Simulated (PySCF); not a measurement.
SiF₃: one-bond stretch

Computed with PySCF, Ur2SCAN, basis Si def2-TZVP, F def2-TZVP (no relativity, density fitting).

Rigid scan from the doublet minimum (Si–F 1.584 Å (×3); F–Si–F 107.8° (×3)). Coordinate: the bond from Si to the last atom (F) scaled, the rest fixed. Energies in kJ/mol from the minimum.

| scale of one bond | E (kJ/mol) | dipole size (D) | ⟨S²⟩ |
| --- | --- | --- | --- |
| 0.92 | 35.1 | 1.07 | 0.75 |
| 0.96 | 7.7 | 1.04 | 0.75 |
| 1.00 | 0.0 | 1.10 | 0.75 |
| 1.05 | 9.1 | 1.28 | 0.75 |
| 1.12 | 42.8 | 1.65 | 0.75 |
| 1.20 | 95.7 | 2.16 | 0.75 |
| 1.35 | 202.0 | 3.09 | 0.76 |
| 1.55 | 318.5 | – | 0.78 |
| 1.80 | 402.1 | – | 0.80 |
| 2.20 | 452.9 | – | 0.77 |

Other isomers or separated fragments may lie lower.

The scan took 58 s on 4 threads of a shared Intel Xeon Platinum 8223CL @ 3.00GHz (Skylake/Cascade Lake) host; the process peaked at 1.3 GiB. Launch command: `OMP_NUM_THREADS=4 python axn.py task.json out`.
